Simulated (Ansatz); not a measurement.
Z-matrix (Å, degrees):
```
B
F 1 1.3554
N 1 1.4116 2 117.61
H 3 1.0033 1 124.26 2 -179.99
H 3 1.0042 4 114.36 1 -179.98
N 1 1.4116 2 117.61 3 180.00
H 6 1.0033 1 124.26 2 -179.99
H 6 1.0042 7 114.36 1 -179.98
```
Charge +1, spin multiplicity 2.

Computed with frozen-core CCSD(T)/cc-pVTZ // B3LYP-D3(BJ)/def2-TZVP (Ansatz, a program for electronic structure). The geometry is that of the parent before the electron was removed. Warnings of the run: other_roots.

```
Quantity                        Value
----------------------  -------------
HF energy               -235.27957 Ha
MP2 correlation energy    -0.73258 Ha
```

Q: Estimate the CCSD correlation energy, the (T) correction, the total energy and the T1 diagnostic.

A: 
| Quantity | Value |
|---|---|
| CCSD correlation energy | -0.76189 Ha |
| (T) correction | -0.02773 Ha |
| CCSD(T) total energy | -236.06919 Ha |
| T1 diagnostic | 0.022 |
